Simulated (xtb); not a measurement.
ClCrO2, charge +2, doublet, at a GFN2-xTB geometry of the parent state (such geometries of metal compounds can be far from the true shape) (the multiplicity is a formal guess); xtb with GFN2-xTB.

Input for xtb:
```
$ xtb mol.xyz --gfn 2 --chrg 2 --uhf 1 --json

# file mol.xyz
4

Cr     0.30551309    -0.01734383     0.39439997
O      1.49897309    -0.68849015    -0.32476441
O     -0.54284806    -0.99267836     1.24350979
Cl    -0.88125379     0.81562353    -0.98915073
```

### Question
Predict the main parts of the log of this xtb run.

### Answer

```
   ID    Z sym.   atoms
    1   24 Cr     1
    2    8 O      2, 3
    3   17 Cl     4

           -------------------------------------------------
          |                Calculation Setup                |
           -------------------------------------------------

           -------------------------------------------------
          |                 G F N 2 - x T B                 |
           -------------------------------------------------

          ...................................................
          :                      SETUP                      :
          :.................................................:
          :  # basis functions                  28          :
          :  # atomic orbitals                  26          :
          :  # shells                           10          :
          :  # electrons                        23          :
          :  max. iterations                   250          :
          :  Hamiltonian                  GFN2-xTB          :
          :  restarted?                      false          :
          :  GBSA solvation                  false          :
          :  PC potential                    false          :
          :  electronic temp.          300.0000000     K    :
          :  accuracy                    1.0000000          :
          :  -> integral cutoff          0.2500000E+02      :
          :  -> integral neglect         0.1000000E-07      :
          :  -> SCF convergence          0.1000000E-05 Eh   :
          :  -> wf. convergence          0.1000000E-03 e    :
          :  Broyden damping             0.4000000          :
          :  net charge                          2          :
          :  unpaired electrons                  1          :
          ...................................................

 iter      E             dE          RMSdq      gap      omega  full diag
   1     -3.5285577 -0.352856E+01  0.383E+01    0.47       0.0  T
   2     -7.4107386 -0.388218E+01  0.364E+01    5.56       1.0  T
   3    -10.4304553 -0.301972E+01  0.273E+01    5.01       1.0  T
   4    -11.5929696 -0.116251E+01  0.249E+01    3.35       1.0  T
   5    -10.5973982  0.995571E+00  0.246E+01    4.83       1.0  T
   6    -11.7857549 -0.118836E+01  0.188E+01    3.23       1.0  T
   7    -11.8119997 -0.262448E-01  0.187E+01    3.20       1.0  T
   8     -4.4893260  0.732267E+01  0.478E+01    0.22       1.0  T
   9     -4.5655267 -0.762007E-01  0.474E+01    0.17       1.0  T
[...]
         :: total energy             -13.261105038009 Eh    ::
[...]
        23                         -0.4674821             -12.7208
       ...                                ...                  ...
        26                          0.6404327              17.4271
      -------------------------------------------------------------
                  HL-Gap            0.0324595 Eh            0.8833 eV
             Fermi-level           -0.9965623 Eh          -27.1178 eV

     #   Z          covCN         q      C6AA      α(0)
     1  24 Cr       2.258     0.954   148.231    31.497
     2   8 O        0.742     0.133    13.478     4.920
     3   8 O        0.742     0.133    13.478     4.920
     4  17 Cl       0.776     0.780    78.641    13.565

 Mol. C6AA /au·bohr⁶  :        755.962666
 Mol. C8AA /au·bohr⁸  :      40417.641039
 Mol. α(0) /au        :         54.902001

Wiberg/Mayer (AO) data.
largest (>0.10) Wiberg bond orders for each atom

 ---------------------------------------------------------------------------
     #   Z sym  total        # sym  WBO       # sym  WBO       # sym  WBO
 ---------------------------------------------------------------------------
     1  24 Cr   6.370 --     2 O    2.288     3 O    2.288     4 Cl   1.793
     2   8 O    2.702 --     1 Cr   2.288     4 Cl   0.265     3 O    0.149
     3   8 O    2.702 --     1 Cr   2.288     4 Cl   0.265     2 O    0.149
     4  17 Cl   2.323 --     1 Cr   1.793     2 O    0.265     3 O    0.265
 ---------------------------------------------------------------------------

Topologies differ in total number of bonds
Writing topology from bond orders to xtbtopo.mol

molecular dipole:
                 x           y           z       tot (Debye)
 q only:       -0.509       0.750      -0.517
   full:       -0.380       2.221      -0.064       5.730
molecular quadrupole (traceless):
                xx          xy          yy          xz          yz          zz
 q only:        0.394      -3.382      -1.317       3.434      -4.126       0.923
  q+dip:        0.124      -3.506      -1.962       5.651      -4.026       1.837
   full:       -0.654      -2.805      -0.992       6.083      -2.730       1.646

           -------------------------------------------------
          | TOTAL ENERGY              -13.261105038009 Eh   |
          | GRADIENT NORM               0.022297028396 Eh/α |
          | HOMO-LUMO GAP               0.883268691121 eV   |
           -------------------------------------------------

normal termination of xtb
```
